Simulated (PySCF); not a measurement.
**Correlation energy of Ar (argon, neutral)**

[Ar], closed-shell 1S. Calculation: PySCF 2.14, in x2c-SVPall; scalar relativity by spin-free X2C-1e. Frozen: [Ne]; 8 electrons correlated.

MP2 pair energies summed by pair of shells (mhartree):

```tsv
pair	energy	share (%)
3p-3p	-115.24	81.6
3s-3p	-19.56	13.8
3s-3s	-6.48	4.6
```

Total MP2 correlation energy: -141.27 mhartree.

Same-spin part -38.78 and opposite-spin part -102.49 mhartree; SCS-MP2 scales them by 1/3 and 6/5 to -135.91 mhartree.

```json
{"level": "CCSD", "correlation energy (mhartree)": "-152.58"}
{"level": "(T)", "correlation energy (mhartree)": "-0.71"}
{"level": "CCSD(T)", "correlation energy (mhartree)": "-153.29"}
```

Diagnostics: T1 = 0.0014, D1 = 0.0023, largest double amplitude 0.043.

Cost of the coupled-cluster step: 0.04 s of wall time on 1 thread of Neoverse-V1 (shared host), for 8 correlated electrons.

Iterations:

```
CC2 = 0
CCSD nocc = 4, nmo = 13
frozen orbitals [0, 1, 2, 3, 4]
max_cycle = 100
direct = 0
conv_tol = 1e-08
conv_tol_normt = 1e-06
diis_space = 8
diis_start_cycle = 0
Init t2, MP2 energy = -528.553302096783  E_corr(MP2) -0.14126861900766
Init E_corr(CCSD) = -0.141268619013525
cycle = 1  E_corr(CCSD) = -0.151071327425721  dE = -0.00980270841  norm(t1,t2) = 0.0161401
cycle = 2  E_corr(CCSD) = -0.152218440613336  dE = -0.00114711319  norm(t1,t2) = 0.00363401
cycle = 3  E_corr(CCSD) = -0.152583221536221  dE = -0.000364780923  norm(t1,t2) = 0.00109722
cycle = 4  E_corr(CCSD) = -0.152583202287792  dE = 1.92484289e-08  norm(t1,t2) = 8.56406e-05
cycle = 5  E_corr(CCSD) = -0.152582997549784  dE = 2.04738008e-07  norm(t1,t2) = 1.29256e-05
cycle = 6  E_corr(CCSD) = -0.152583047792227  dE = -5.02424427e-08  norm(t1,t2) = 1.09515e-06
cycle = 7  E_corr(CCSD) = -0.152583043338753  dE = 4.45347392e-09  norm(t1,t2) = 9.40877e-08
CCSD converged
E(CCSD) = -528.5646165211139  E_corr = -0.1525830433387526
CCSD(T) correction = -0.00070939902116089
```
